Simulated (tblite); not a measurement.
Compound: C₅H₁₁OS (doublet state).
Geometry (GFN2-xTB, Å), atoms numbered from 1 in this order:
```xyz
18
C5H11OS angstrom
C     -0.793   -0.094    1.319
C     -0.091   -0.153   -0.036
C     -0.311   -1.524   -0.682
C      1.427    0.069    0.144
O      1.767    1.164    0.940
C     -0.674    0.904   -0.989
S     -0.537    2.611   -0.438
H     -0.398   -0.864    1.977
H     -0.630    0.872    1.792
H     -1.863   -0.250    1.201
H     -1.370   -1.699   -0.856
H      0.062   -2.309   -0.029
H      0.212   -1.592   -1.634
H      1.899    0.145   -0.849
H      1.850   -0.801    0.654
H      1.361    1.963    0.566
H     -1.741    0.717   -1.129
H     -0.181    0.847   -1.962
```

Computed values, GFN2-xTB/tblite, gas phase, harmonic and unscaled. This tight-binding method is rough: wavenumbers can miss measured ones by several per cent, in bad cases by 10 to 20. One conformer, not necessarily the lowest. Open shells enter through the occupations alone, without spin polarisation, and single modes of such species can be off by tens of per cent.

Harmonic wavenumbers (cm⁻¹): 73.0, 141.8, 174.4, 197.4, 224.8, 249.7, 306.9, 330.0, 386.9, 404.5, 448.3, 530.9, 742.4, 808.4, 816.0, 917.9, 937.5, 966.7, 994.9, 1020.8, 1088.5, 1102.4, 1143.8, 1171.0, 1238.4, 1254.8, 1258.9, 1321.8, 1350.2, 1406.0, 1412.3, 1425.2, 1473.2, 1483.7, 1489.1, 1499.7, 1501.9, 2848.3, 2946.1, 2957.9, 2965.2, 3026.9, 3031.7, 3034.5, 3038.9, 3043.3, 3048.5, 3359.6.

A = 2671, B = 1744, C = 1387 MHz; mass 119.053 u (most abundant isotopes); point group C1, symmetry number 1; spin multiplicity 2.

Zero-point energy?

Half the sum of the wavenumbers: 33298 cm⁻¹ = 95.20 kcal/mol.

What is S at 200 K and 1 bar for an ideal gas of classical rigid rotors and harmonic oscillators?

Translation 38.28, rotation 27.11, vibration 13.94, spin (R ln 2) 1.38: S = 80.7 cal/(mol K).

And Cp and H(200 K) − H(0)?

Cp = 25.98 cal/(mol K), of which vibrations give 18.03 (their classical limit is 48 R = 95.4); H(200 K) − H(0) = 3.28 kcal/mol without the zero-point energy, 1.69 from vibrations.

How do the functions run with temperature in this model?

```
T (K)  S (cal/(mol K))  Cp (cal/(mol K))  H − H(0) (kcal/mol)  G − H(0) (kcal/mol)  ln q(vib)
  100             66.2              16.6                 1.12                -5.49       0.81
  300             92.9              34.7                 6.30               -21.56       4.94
  500            114.6              51.3                14.96               -42.35       9.35
  800            142.7              68.2                33.10               -81.08      15.86
 1000            158.8              75.8                47.54              -111.26      19.95
```

q(vib) and H(0) count from the zero-point level.

Which modes carry the vibrational entropy at 200 K?

73.0 cm⁻¹: 3.29; 141.8 cm⁻¹: 2.03; 174.4 cm⁻¹: 1.66; 197.4 cm⁻¹: 1.45; 224.8 cm⁻¹: 1.24; 249.7 cm⁻¹: 1.07 cal/(mol K); the other 42 give 3.20 together.

Hindered rotation and anharmonicity are outside this model. Other conformers, if any are populated, would add a mixing term that is left out. The structure is chiral; the term R ln 2 for an equal mix with its mirror image is left out.
